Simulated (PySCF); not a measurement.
Ti(Cl)4(NH3) (Cl4H3NTi), SMILES [NH3]->[Ti]([Cl])([Cl])([Cl])[Cl], multiplicity 1.

Coordinates come from a ωB97X-D3(BJ)/def2-SVP optimisation. The multiplicity is an assumed one; other spin states were not compared.

All values below come from TDDFT-ωB97X/def2-SVPD (PySCF).

Vertical excitations; the highest root listed may be one member of a degenerate set. Gas-phase values at a fixed geometry. State labels are in the subgroup Cs.

**Question.** Estimate the UV-visible absorptions. (The exact figures need the calculation; the answer reports its results.)

**Answer.** 
```
state  symmetry  energy (eV)  λ (nm)      f                                                main pairs
-----  --------  -----------  ------  -----  --------------------------------------------------------
S1           A"         3.98     312  0.000                        HOMO−1→LUMO 48 %, HOMO→LUMO+1 48 %
S2           A"         4.06     305  0.004                 HOMO→LUMO+1, HOMO−1→LUMO (degenerate set)
S3           A'         4.06     305  0.004                 HOMO→LUMO, HOMO−1→LUMO+1 (degenerate set)
S4           A"         4.21     294  0.011                              HOMO−2→LUMO (degenerate set)
S5           A'         4.21     294  0.011                            HOMO−2→LUMO+1 (degenerate set)
T1           A'         3.72     333      0                        HOMO→LUMO 46 %, HOMO−1→LUMO+1 45 %
T2           A"         3.82     324      0    HOMO−1→LUMO, HOMO→LUMO+1, HOMO−2→LUMO (degenerate set)
T3           A'         3.82     324      0  HOMO−1→LUMO+1, HOMO→LUMO, HOMO−2→LUMO+1 (degenerate set)
T4           A"         3.97     312      0                        HOMO→LUMO+1 48 %, HOMO−1→LUMO 48 %
```
Triplets are in the Tamm–Dancoff approximation, which puts them higher than full response would, so one can lie above its singlet here.
